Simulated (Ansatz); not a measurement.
The cluster Cu₃S. The state is a doublet with charge 0. Geometry PBE0-D4/def2-SVP, that of the charge +1 singlet; atoms count from 1.

```xyz
4

Cu   -0.010   -1.417    0.757
Cu    0.049    1.281    0.968
Cu   -1.036    0.118   -1.222
S     0.998    0.018   -0.504
```

The structure comes from a short search, and lower isomers may exist.

(1) Estimate the Mulliken populations from the PBE0/def2-TZVP orbitals of Ansatz.

(2) Where does the spin sit?

(3) And the Mayer bond orders between bonded heavy atoms (over 0.3)?

Answers

(1) 
```csv
atom,charge (e),spin (α − β),d electrons
Cu1,0.18,0.27,9.86
Cu2,0.18,0.27,9.86
Cu3,0.18,0.27,9.86
S4,-0.53,0.18,–
```
Mulliken values and Mayer orders depend strongly on the basis.

(2) Summed by element: Cu 0.82, S 0.18, of 1 unpaired in all. Largest on single atoms: Cu1 0.27, Cu3 0.27, Cu2 0.27.

(3) Cu1–Cu2 0.31 (2.71 Å); Cu1–Cu3 0.31 (2.71 Å); Cu1–S4 0.83 (2.16 Å); Cu2–Cu3 0.31 (2.71 Å); Cu2–S4 0.83 (2.16 Å); Cu3–S4 0.83 (2.16 Å).
